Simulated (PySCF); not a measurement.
Working out the ionisation energy of Pb⁺

Pb⁺ [Xe] 4f14 5d10 6s2 6p1 (2P) → Pb²⁺ [Xe] 4f14 5d10 6s2 (1S). Computed with PySCF 2.14 in x2c-TZVPPall with one added diffuse shell each of s, p, d, f type (12s8p7d4f, 99 functions), with scalar relativity by spin-free X2C-1e. Frozen: [Kr] 4d10 4f14. Energies in hartree (1 hartree = 27.21139 eV):

```
            part    Pb⁺ (lower)   Pb²⁺ (upper)
             UHF  -20879.633022  -20879.146567
CCSD correlation      -0.445782      -0.433971
             (T)      -0.009060      -0.008381
```

Q: What does Hartree-Fock give?

A: (-20879.146567) − (-20879.633022) = 0.486455 hartree = 13.237 eV.

Q: What do CCSD and CCSD(T) give?

A: The CCSD correlation energies differ by 0.011811 hartree = 0.321 eV and the triples by 0.000679 hartree = 0.018 eV, so CCSD gives 13.558 eV and CCSD(T) 13.576 eV.

Measured between the centres of the two terms (NIST): 13.869 eV, so CCSD(T) (valence and next inner shell) is off by -0.293 eV.

What remains against the reference includes basis incompleteness, the frozen core and higher excitations.
